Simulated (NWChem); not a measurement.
C$_{3}$HF$_{3}$; SMILES FC=C=C(F)F

```xyz
7

F      0.4412    -2.5779     0.0000
C     -0.4981    -1.6160     0.0000
C     -0.2267    -0.3281     0.0000
C     -0.0146     0.9696     0.0000
F      0.1082     1.7241     1.0857
F      0.1082     1.7241    -1.0857
H     -1.5183    -2.0434     0.0000
```
Atoms are numbered in this order, from 1.

Level: PBE-D3(BJ)/def2-SVP (NWChem), optimised geometry, unscaled harmonic frequencies. 

Question: List the harmonic frequencies with IR intensities, and the thermochemistry.

Answer: 
| frequency (cm⁻¹) | IR intensity (km/mol) |
|---|---|
| 111 | 0.9 |
| 117 | 0.1 |
| 287 | 6.9 |
| 441 | 3.3 |
| 573 | 13.5 |
| 574 | 8.8 |
| 608 | 24.3 |
| 826 | 59.5 |
| 854 | 4.1 |
| 1098 | 366.0 |
| 1246 | 277.9 |
| 1257 | 38.6 |
| 1488 | 35.1 |
| 2067 | 532.0 |
| 3085 | 8.6 |

```json
{
  "zero_point_energy": "20.9 kcal/mol",
  "thermal correction to the enthalpy at 298.15 K (with zero-point energy)": "25.0 kcal/mol",
  "heat capacity Cv": "18.0 cal/(mol K)",
  "entropy at 298.15 K and 1 atm (symmetry number 1)": "77.1 cal/(mol K)",
  "dipole_moment": "1.16 D"
}
```

Rigid rotor and harmonic oscillator.
